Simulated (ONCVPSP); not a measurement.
# What one change does to a pseudopotential (potassium, ONCV)

* Element: potassium (K)
* Generator: ONCVPSP 4.0.1
* Type: optimised norm-conserving Vanderbilt (ONCV)
* Functional: PBEsol
* Relativity: scalar-relativistic
* Frozen core: [Ar]
* Valence charge: 1
* Reference configuration: 4s0.5 (charge +0.5)
* Partial waves: 4s: rc 4.00 bohr, ncon 3, nbas 6, qcut 1.5 1/bohr, 1 projector; p scattering state at 0.02 Ha: rc 3.85 bohr, ncon 3, nbas 7, qcut 2.3 1/bohr, 3 projectors, debl 3.1 Ha; d scattering state at 0.44 Ha: rc 3.25 bohr, ncon 4, nbas 8, qcut 3 1/bohr, 2 projectors, debl 3.5 Ha
* Local potential: polynomial inside 3.20 bohr (lpopt 3, dvloc0 2 Ha)
* Core correction: Teter function, fcfact 2.5, rcfact 1.7

In the p channel the program set the typed energies aside and used 0.050, 3.150, 6.250 Ha. In the d channel the program set the typed energies aside and used -0.055, 3.445 Ha.

All-electron outer shells of the reference configuration (PBEsol, scalar-relativistic, ld1.x):

| shell | level (eV) | outermost node (bohr) | outermost maximum (bohr) |
| --- | --- | --- | --- |
| 4s | -4.20 | 1.58 | 3.88 |

Change: s: qcut 0.9.

Cutoffs: the cutoffs (Ha) at which the residual kinetic energy of the hardest occupied pseudo-wave falls to 1 and 0.1 mHa per electron; they do not see the model core or the augmentation charge, which bear on the density cutoff. Errors are all-electron minus pseudo energies relative to the spin-unpolarised reference configuration.

How do hardness, ghosts and transferability respond?

The potential gets harder (1.0 Ha and 4.5 Ha → 2.5 Ha and 5.7 Ha); of the 4 tests that both files solve, the error grows in 1 and shrinks in 0 by more than 15 % and 0.3 meV (median size 14.4 → 14.7 meV); neither file shows a bound ghost.

```tsv
quantity	base	changed
cutoff, loose	1.0 Ha	2.5 Ha
cutoff, tight	4.5 Ha	5.7 Ha
bound ghosts	none	none
GHOST(+) flags under 300 eV	p at 90.8 eV, p at 154.4 eV	p at 90.8 eV, p at 154.4 eV
error for 4s1, meV [ΔE -1.62 eV]	-23	-23
error for 4s0 4p1, meV [ΔE -0.10 eV]	-55	-56
error for 3d1 4s0, meV [ΔE 0.79 eV]	-4.7	-5.9
error for 3d0.5 4s0.5, meV [ΔE -0.41 eV]	-6.1	-6.0
s: phases at 4.06 bohr within 0.05 rad from the reference energy up to (Ha; the scan ends near 5)	0.3	0.2
p: phases at 3.92 bohr within 0.05 rad from the reference energy up to (Ha; the scan ends near 5)	0.4	0.4
d: phases at 3.29 bohr within 0.05 rad from the reference energy up to (Ha; the scan ends near 5)	0.0	0.0
rms error of d²Exc/dni dnj with the model core, mHa	4.78	5.08
```

Base: The cutoffs count occupied waves only; projector 3 of the p channel, the hardest unoccupied one, needs 42 Ha at the loose tolerance. Changed file: The cutoffs count occupied waves only; projector 3 of the p channel, the hardest unoccupied one, needs 42 Ha at the loose tolerance.
